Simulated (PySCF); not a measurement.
Structure with atom numbers: `[BH2:1][CH:2]([BH2:3])[CH:4]1[CH2:5][CH2:6][CH2:7]1`; H(Xn) means a hydrogen on atom n. Ha(C5), Ha(C6), Ha(C7) are cis to C2 on the ring; Hb(C5), Hb(C6), Hb(C7) are trans to C2 on the ring.

Geometry: PBE0-D3(BJ)/def2-SVP; GIAO shifts from PySCF 2.14.0 with density-fitted response routines, gas phase, non-relativistic, averaged over equivalent atoms.

At PBE0/pcSseg-1 (179 basis functions, 22 s wall time on 1 thread of an Arm Neoverse V1, shared host):
```
        atoms  δ (ppm)
        B1/B3     83.9
           C2     92.9
           C4     40.7
        C5/C7     34.0
           C6     20.8
  H(B1)/H(B3)     7.67
        H(C2)     3.96
        H(C4)     3.32
Hb(C5)/Hb(C7)     2.33
       Hb(C6)     1.90
       Ha(C6)     1.65
Ha(C5)/Ha(C7)     1.30
```

Scale: 11B (100.73 ppm) against BF3·OEt2; TMS for 13C (184.41 ppm), 1H (31.27 ppm) (reference shieldings calculated alike).

Problem. Estimate the result of repeating the calculation with WP04/pcSseg-1.

Solution. 
```json
{"atoms": "B1/B3", "δ at WP04/pcSseg-1": "79.0", "change": "-4.9"}
{"atoms": "C2", "δ at WP04/pcSseg-1": "76.6", "change": "-16.3"}
{"atoms": "C4", "δ at WP04/pcSseg-1": "42.4", "change": "+1.7"}
{"atoms": "C5/C7", "δ at WP04/pcSseg-1": "35.4", "change": "+1.4"}
{"atoms": "C6", "δ at WP04/pcSseg-1": "24.0", "change": "+3.2"}
{"atoms": "H(B1)/H(B3)", "δ at WP04/pcSseg-1": "6.56", "change": "-1.11"}
{"atoms": "H(C2)", "δ at WP04/pcSseg-1": "3.23", "change": "-0.73"}
{"atoms": "H(C4)", "δ at WP04/pcSseg-1": "2.99", "change": "-0.33"}
{"atoms": "Hb(C5)/Hb(C7)", "δ at WP04/pcSseg-1": "2.14", "change": "-0.19"}
{"atoms": "Hb(C6)", "δ at WP04/pcSseg-1": "1.77", "change": "-0.13"}
{"atoms": "Ha(C6)", "δ at WP04/pcSseg-1": "1.58", "change": "-0.07"}
{"atoms": "Ha(C5)/Ha(C7)", "δ at WP04/pcSseg-1": "1.25", "change": "-0.05"}
```

Scale: BF3·OEt2 for 11B (σref 95.72); TMS for 13C (σref 172.44), 1H (σref 31.56) (reference shieldings calculated alike).

The largest change is at C2 (sp3 CH bonded to 2 B). Cost: 179 basis functions, 21 s wall time on 1 thread of an Arm Neoverse V1, shared host. The order of the carbon signals is the same at both levels.

A carbon bonded to boron is broadened by the quadrupolar boron nucleus and is often missing from a measured spectrum.
